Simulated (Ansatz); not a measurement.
(ZnTe)2 ring (Zn₂Te₂). Charge 0, multiplicity 3. Geometry r2SCAN-D4/def2-SVP, that of the neutral singlet; atoms count from 1.

Cartesian coordinates in Å:
```
Zn -0.797 0.749 -0.575
Te -1.690 -1.170 0.818
Zn 0.797 -0.749 0.575
Te 1.690 1.170 -0.818
```

In the def2 sets Te takes a core potential; there is no spin–orbit coupling. At PBE0-D4/def2-TZVP a singlet of charge 0 lies 1.97 eV below the triplet at the same geometry.

Q: Estimate the Mulliken populations from the PBE0/def2-TZVP orbitals of Ansatz.

A: 
```tsv
atom	charge (e)	spin (α − β)	d electrons
Zn1	0.07	0.45	10.03
Te2	-0.07	0.55	–
Zn3	0.07	0.45	10.03
Te4	-0.07	0.55	–
```
Mulliken values and Mayer orders depend strongly on the basis.

Q: Where does the spin sit?

A: Summed by element: Zn 0.89, Te 1.11, of 2 unpaired in all. Largest on single atoms: Te2 0.55, Te4 0.55, Zn1 0.45.

Q: And the Mayer bond orders between bonded heavy atoms (over 0.3)?

A: Zn1–Te2 0.93 (2.53 Å); Zn1–Zn3 0.41 (2.47 Å); Zn1–Te4 0.93 (2.53 Å); Te2–Zn3 0.93 (2.53 Å); Zn3–Te4 0.93 (2.53 Å). Values over 0.3 also appear between atoms too far apart for a bond (Te2–Te4 0.44 at 4.42 Å); they arise where an orbital or an unpaired electron spreads over both atoms.
